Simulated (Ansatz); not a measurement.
Ansatz (a first-principles code) input (wB97X/def2-TZVPD):

Ansatz 0.2 input:
```yaml
crystal:
  periodic: [false, false, false]
  atoms:
    - {symbol: S, position_ang: [1.88724516, 0.07423551, -0.95279755]}
    - {symbol: Si, position_ang: [-0.00395905, 0.00353261, 0.00235485]}
    - {symbol: S, position_ang: [-1.18920431, -1.47986557, -0.94769258]}
    - {symbol: Cl, position_ang: [0.12018736, -0.41071143, 2.01245178]}
    - {symbol: Cl, position_ang: [-0.77769778, 1.89262764, -0.18801077]}
    - {symbol: H, position_ang: [2.16410460, -1.21477194, -0.68215822]}
    - {symbol: H, position_ang: [-2.09965455, -1.53717932, 0.04153530]}
basis:
  gaussian:
    orbitals: def2-TZVPD
hamiltonian:
  xc: {name: wB97X}
```

End of the output:

```
integrals: 0.40 GiB planned
1556 factors; their error is unknown
integrals: 0.43 GiB planned
368 factors; integrals over basis functions are off by at most 3.8e-5 eV
0.42 GiB of the device are held for the grids
2.06 GiB of device memory are held for the factors and their scratch space
mean field: 1.47 GiB planned
mean field evaluation 1: about -54630.9090 eV, gradient 2.3e1 eV
mean field evaluation 2: about -54631.6722 eV, gradient 1.9e1 eV
mean field evaluation 4: about -54632.3824 eV, gradient 9.7e-1 eV
mean field evaluation 8: about -54632.4537 eV, gradient 1.1e-1 eV
mean field evaluation 16: about -54632.4537 eV, gradient 1.7e-5 eV
mean field -54632.45371510 eV, -2007.7056428228 hartree, gradient 1.7e-5 eV, S^2 0.000000; 0 other end points of the search recorded, 0 dependent functions left out
reference -54632.45365153 eV, -2007.7056404866 hartree; 41, 41 occupied and 204, 204 virtual orbitals, 1556 factors
Total energy: -54632.45365153 eV, -2007.7056404866 hartree
```
